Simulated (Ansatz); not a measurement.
GaH5N2OSSi (`N[Si]1(O)[NH][GaH][S]1`) at its PBE0-D4/def2-TZVP geometry, where that method's forces vanish. The species carries charge 0 and has multiplicity 1.

```xyz
11

N     1.0984   -1.3806   -0.6818
Si    0.2743    0.0747   -0.3432
O     0.2928    0.9402   -1.7383
N    -1.3238    0.0939    0.2832
Ga   -0.9640    0.9483    1.8705
S     1.1980    0.9757    1.3889
H     0.8958   -1.9042   -1.5182
H     1.3997   -1.9771    0.0708
H     1.1306    0.9427   -2.2050
H    -2.1812   -0.1386   -0.1884
H    -1.8206    1.4252    3.0613
```

(1) What forces (eV/Å) does r2SCAN-D4/def2-TZVPP give on these atoms in the Gaussian-basis code of Ansatz? (Estimate.)

Answers

(1) Ansatz gave: 
```
N1   0.027  0.022  0.005
Si2  0.030 -0.015  0.002
O3  -0.042  0.038 -0.043
N4  -0.054  0.003  0.013
Ga5 -0.056  0.045  0.102
S6   0.041  0.038  0.075
H7   0.004 -0.035 -0.010
H8   0.001 -0.045 -0.001
H9   0.025  0.000 -0.022
H10 -0.049 -0.008 -0.015
H11  0.075 -0.045 -0.107
```
